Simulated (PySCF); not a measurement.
## TlSb: one state, many levels of theory

State: ³Σ⁻ (triplet), unpaired electrons π ↑↑. Set-up: PySCF, scalar-relativistic core potentials, basis sets Tl cc-pVDZ-PP with ECP60, Sb cc-pVDZ-PP with ECP28. De refers to Tl + Sb in their high-spin ground configurations, without counterpoise correction. The functionals are run spin-unrestricted. A positive dipole means Tl(−)Sb(+).

| Level | Re (Å) | ωe (cm⁻¹) | De (eV) | μ (D) |
| --- | --- | --- | --- | --- |
| UHF | 3.077 | 114 | 0.52 | -3.37 |
| UHF-MP2 | 3.026 | 127 | 1.13 | n/a |
| UHF-SCS-MP2 | 3.047 | 124 | 1.08 | n/a |
| UHF-CCSD | 3.056 | 119 | 1.10 | n/a |
| UHF-CCSD(T) | 3.058 | 119 | 1.17 | n/a |
| PBE | 3.042 | 120 | 1.77 | -2.38 |
| PW91 | 3.038 | 121 | 1.81 | -2.35 |
| TPSS | 3.042 | 120 | 1.74 | -2.66 |
| r²SCAN | 3.021 | 123 | 1.62 | -2.65 |
| PBE0 | 3.014 | 125 | 1.62 | -2.68 |
| r²SCAN0 | 3.002 | 126 | 1.53 | -2.77 |

(1) Which functional lies closest to UHF-CCSD(T) in De, which farthest, and by how much do they differ from it?

(2) What does the step from GGA to meta-GGA do here, going from PBE to r²SCAN?

(3) What does all correlation do here, going from UHF to UHF-CCSD(T)?

Correlated steps freeze 8 core orbitals. Correlated levels converge slowly with the basis: in double zeta they bind strong bonds too weakly, by up to about 1 eV, and carry superposition errors of some tenths. Spin–orbit coupling is left out, which matters for elements this heavy, above all for dissociation energies. The state was picked by a PBE0 search and need not be the measured ground state.

Results:

(1) Closest is r²SCAN0 (-5.6 pm in Re, +5.9 % in ωe, +0.36 eV in De against UHF-CCSD(T) in the same basis), farthest PW91 (-2.0 pm in Re, +1.7 % in ωe, +0.64 eV in De). CCSD(T) converges more slowly with the basis than the functionals do and binds too weakly in this one, so the order can change at the basis-set limit.

(2) r²SCAN less PBE: -2.1 pm in Re, +2.5 % in ωe, -0.15 eV in De. 

(3) UHF-CCSD(T) less UHF: -1.9 pm in Re, +4.4 % in ωe, +0.65 eV in De. Correlation nearly always deepens the well. The bond shortens, as in weak, metallic or heavy-atom bonds, where dispersion and the correlation of outer-core electrons pull the atoms together.
